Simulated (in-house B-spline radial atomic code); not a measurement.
Computed with a B-spline radial atomic code. Model: two electrons, singlet ground state, non-relativistic, full CI in B-splines with partial waves to l = 8 (at full coupling up to 3e-4 hartree above the limit, correlation up to 0.6 % small), density held at that of full coupling by Lieb maximisation.

W(λ) is the mean repulsion in the state of coupling λ less the Hartree energy of the fixed density. Its start is exact exchange, its initial slope is twice the second-order Görling-Levy correlation energy, and its area from 0 to 1 is E_xc. A straight curve means weak, dynamic correlation, and a curve that drops fast and flattens means strong correlation.

Command:
```bash
python run_ac.py task.json out
```
Settings (lengths in bohr, energies in hartree):
```
potential              dot
strength               0.253
lmax                   8
second                 1
```

Time taken, with all properties: 20 s on 1 thread of Intel(R) Xeon(R) Processor @ 2.30GHz, with other jobs on the host.

**W = mean repulsion less Hartree energy, and W of three functionals.**

Given: confinement charge in harmonic well; well frequency 0.253 hartree; nuclear charge 1; external potential omega^2 r^2/2 - Z/r.

Computed: LDA exchange minus exact 83.076 millihartree; SCAN exchange minus exact 1.121 millihartree.

```csv
coupling,W xc (hartree),W xc minus exchange (millihartree),kinetic minus Kohn-Sham (millihartree),LDA (PW92) W minus its exchange (millihartree),PBE W minus its exchange (millihartree),SCAN W minus its exchange (millihartree)
0,-0.57673,0,0,0,0,0
0.02,?,?,?,?,?,?
0.05,-0.58127,-4.542,0.11,-21.09,-5.08,-4.49
0.12,-0.58734,-10.607,0.63,-39.19,-12.06,-10.35
0.25,-0.59777,-21.043,2.55,-63.4,-24.2,-20.28
0.4,?,?,?,?,?,?
0.6,-0.62145,-44.723,12.44,-106.16,-51.69,-42.6
0.8,-0.63268,-55.953,20.28,-123.68,-64.65,-53.21
1,-0.6426,-65.866,29.18,-138.35,-76.09,-62.64
1.4,-0.65929,-82.561,49.09,-161.96,-95.42,-78.71
2,-0.67862,-101.89,81.66,-188.38,-118.11,-97.72
3,-0.70123,-124.49,137.4,-219.12,-145.57,-120.62
4.5,-0.72286,-146.13,217.23,-249.44,-173.44,-143.15
7,-0.74391,-167.17,335.65,-280.79,-202.83,-165.18
10,-0.75855,-181.82,458.28,-304.25,-225.08,-179.96
```

Question: What belongs in the row 0.02?

Answer: W xc (hartree): -0.57857; W xc minus exchange (millihartree): -1.838; kinetic minus Kohn-Sham (millihartree): 0.02; LDA (PW92) W minus its exchange (millihartree): -10.55; PBE W minus its exchange (millihartree): -2.03; SCAN W minus its exchange (millihartree): -1.84.

Question: What belongs in the row 0.4?

Answer: W xc (hartree): -0.60864; W xc minus exchange (millihartree): -31.906; kinetic minus Kohn-Sham (millihartree): 6.06; LDA (PW92) W minus its exchange (millihartree): -84.35; PBE W minus its exchange (millihartree): -36.84; SCAN W minus its exchange (millihartree): -30.53.

Question: What is the PBE exchange minus exact?

Answer: 15.074 millihartree.

**Energy parts, natural occupations and partial-wave weights.**

Computed: exchange energy -0.57673 hartree; correlation energy -0.036686 hartree; kinetic part of the DFT correlation energy 0.02918 hartree; initial slope twice GL2 -0.092644 hartree; kinetic part over minus potential part 0.44302; Kohn-Sham kinetic 0.83858 hartree; Lieb Oxford ratio E_xc over LDA exchange 1.2426.

| natural | occupation of the shell (electrons) |
| --- | --- |
| s | 1.963 |
| p | 0.024648 |
| s | 0.010844 |
| d | 0.00075676 |
| p | ? |
| s | 0.00011153 |

Question: What belongs in the row p?

Answer: occupation of the shell (electrons): 0.00041147.

```csv
wave,weight
s,0.98698
p,?
d,0.00040917
f,5.0906e-05
g,1.125e-05
```

Question: What belongs in the row p?

Answer: weight: 0.012544.

Question: What is the Hartree energy?

Answer: 1.1535 hartree.

Question: What is the total energy?

Answer: -0.2371 hartree.

Half-way to full coupling W has made 58 % of its drop, against 50 % for a straight line, and second-order (GL2) theory, half the initial slope, overshoots the correlation energy by about 26 %: a moderate bend, as in light atoms. Over couplings 0 to 1 the errors in E_xc come to about +31 millihartree for LDA, +9.4 millihartree for PBE, +2.8 millihartree for SCAN, so SCAN is nearest. In LDA and PBE the errors of exchange and correlation have opposite signs, so the sum is smaller than the larger of the two.
